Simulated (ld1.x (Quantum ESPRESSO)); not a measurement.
# Nb (Z = 41): excitation energies, all-electron against PAW

* Element: niobium (Nb)
* Generator: ld1.x (Quantum ESPRESSO) 7.5
* Type: PAW
* Functional: LDA (PZ)
* Relativity: scalar-relativistic
* Frozen core: [Kr]
* Valence charge: 5
* Reference configuration: 4d3 5s0 5p0 (charge +2)
* Partial waves: 5s (bound, empty): rcut 2.25, rcutus 3.10 bohr; 5s channel at -0.85 Ry: rcut 2.25, rcutus 3.10 bohr; 5p (bound, empty): rcut 3.25, rcutus 3.65 bohr; 5p channel at 1.25 Ry: rcut 3.25, rcutus 3.65 bohr; 4d (bound): rcut 1.65, rcutus 1.75 bohr; 4d channel at -0.6 Ry: rcut 1.65, rcutus 1.75 bohr
* Local potential: all-electron potential smoothed inside 3.45 bohr (lloc = -1)
* Core correction: Bessel-smoothed model core inside 1.15 bohr
* Augmentation charge: PSQ, radius 1.90 bohr

Energies are relative to the spin-unpolarised reference configuration 4d3 5s0 5p0; without spin polarisation the order of configurations can differ from experiment. Spin-polarised rows fill each open shell by Hund’s rule, majority spin first.

**Question.** Give the all-electron excitation energy and the error of the potential for: 4d4 5s1 5p0; 4d4 5s0 5p0; 4d2 5s0 5p0; 4d3 5s1 5p0; 4d3 5s1 5p1; 4d3 5s2 5p0; 4d4 5s0 5p1; 4d3 5s0 5p0 (spin-polarised); 4d4 5s1 5p0 (spin-polarised).

**Answer.**

```
       valence configuration  charge  ΔE all-electron (eV)  error AE − PS (meV)
                 4d4 5s1 5p0       0               -21.192                  -68
                 4d4 5s0 5p0      +1               -14.276                  -81
                 4d2 5s0 5p0      +3                24.934                 -202
                 4d3 5s1 5p0      +1               -13.982                 -3.7
                 4d3 5s1 5p1       0               -18.370                 -2.0
                 4d3 5s2 5p0       0               -21.753                 -8.2
                 4d4 5s0 5p1       0               -18.144                  -61
4d3 5s0 5p0 (spin-polarised)      +2                -1.390                 -7.3
4d4 5s1 5p0 (spin-polarised)       0               -23.801                  -71
```
